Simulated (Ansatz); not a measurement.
# Ligand exchange: MgHCl + GaH2(NH2) → MgH(NH2) + GaH2Cl

Species: MgHCl `[MgH][Cl]`, singlet; GaH2(NH2), singlet; MgH(NH2), singlet; GaH2Cl `[Cl][GaH2]`, singlet. The partners trade Cl for NH2: Mg–Cl and Ga–NH2 bonds give way to Mg–NH2 and Ga–Cl.

Shapes, held fixed at every level: PBE0-D4/def2-TZVP. Programs: Ansatz 0.2.0. The zero-point and thermal change to 298 K, harmonic and unscaled (PBE0-D4/def2-TZVP), is -4.2 kJ/mol.

Task: Estimate ΔH(298 K) of this reaction.

Result: The highest level, CCSD(T)/def2-TZVPP, gives ΔH(298 K) = +67.2 kJ/mol; the levels span +65.3 to +75.2. The column of differences is taken from that level and isn't an error. No measured value is set beside it here. Relativity is left out for Ga unless named. Correlated rows may include outer-core shells of Ga, Mg, which these sets cover unevenly.

```json
{"level": "HF/def2-TZVPP", "kind": "Hartree–Fock", "ΔH(298 K) (kJ/mol)": "+69.4", "less CCSD(T)/def2-TZVPP": "+2.2"}
{"level": "SPW92/def2-TZVPP", "kind": "LDA", "ΔH(298 K) (kJ/mol)": "+69.8", "less CCSD(T)/def2-TZVPP": "+2.6"}
{"level": "B3LYP-D4/def2-TZVPP", "kind": "global hybrid", "ΔH(298 K) (kJ/mol)": "+65.3", "less CCSD(T)/def2-TZVPP": "-1.9"}
{"level": "MP2/def2-SVP", "kind": "perturbation theory", "ΔH(298 K) (kJ/mol)": "+75.1", "less CCSD(T)/def2-TZVPP": "+7.9"}
{"level": "MP2/def2-TZVPP", "kind": "perturbation theory", "ΔH(298 K) (kJ/mol)": "+67.3", "less CCSD(T)/def2-TZVPP": "+0.1"}
{"level": "CCSD(T)/def2-SVP", "kind": "coupled cluster or CI", "ΔH(298 K) (kJ/mol)": "+75.2", "less CCSD(T)/def2-TZVPP": "+8.0"}
{"level": "CCSD(T)/def2-TZVPP", "kind": "coupled cluster or CI", "ΔH(298 K) (kJ/mol)": "+67.2", "less CCSD(T)/def2-TZVPP": "0.0"}
```
